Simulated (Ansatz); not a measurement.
Program: Ansatz. Geometries: PBE0-D4/def2-TZVP. ΔE: electronic, gas phase. CCSD(T)/CBS is the MP2 limit (def2-TZVPP, def2-QZVPP) plus CCSD(T) − MP2 in def2-TZVPP, frozen cores. This one scheme is used for every species. DFT in def2-TZVPP. B3LYP here is the variant with VWN-RPA as its local correlation; programs differ in this. Elements past krypton have def2 core potentials. For Sb outer-core shells are correlated without core-valence functions, which leaves a few kJ/mol of doubt a bond. Each species was taken in one conformer, which may not be the lowest.

`[OH][SbH][OH]` + `C[SiH3]` → `[OH][SbH][CH2][SiH3]` + H₂O  (formal exchange of groups at the Sb–O bond)

| level | ΔE (kcal/mol) |
| --- | --- |
| BLYP-D4 | 10.4 |
| PBE0-D4 | 7.2 |
| B2PLYP | 10.3 |
| PBE0 | 8.9 |
| B3LYP | 12.3 |
| MP2/def2-SVP | 5.8 |
| SCS-MP2/def2-TZVPP | 7.6 |
| HF/CBS(def2) | 11.9 |

Problem. What does CCSD(T)/CBS give? (An estimate is asked.)

Solution. Ansatz gave: +6.9 kcal/mol. The listed levels differ from it by 3.5, 0.3, 3.4, 2.0, 5.4, -1.1, 0.7, 5.0 kcal/mol.

Largest T1 diagnostic among the species: 0.015.

From PBE to PBE0 (25 % exact exchange), in def2-TZVPP and without D4, ΔE moves by −1.8 kcal/mol. In def2-TZVPP, CCSD(T) changes the Hartree–Fock value by −4.5 kcal/mol (the triples alone add −0.4 kcal/mol) and MP2 by −5.2 kcal/mol. The D4 term adds −3.0 kcal/mol with B3LYP and −1.7 kcal/mol with PBE0; it sums over pairs of atoms, weighted by their polarisabilities, and B3LYP, whose exchange is more repulsive, gets the larger term.
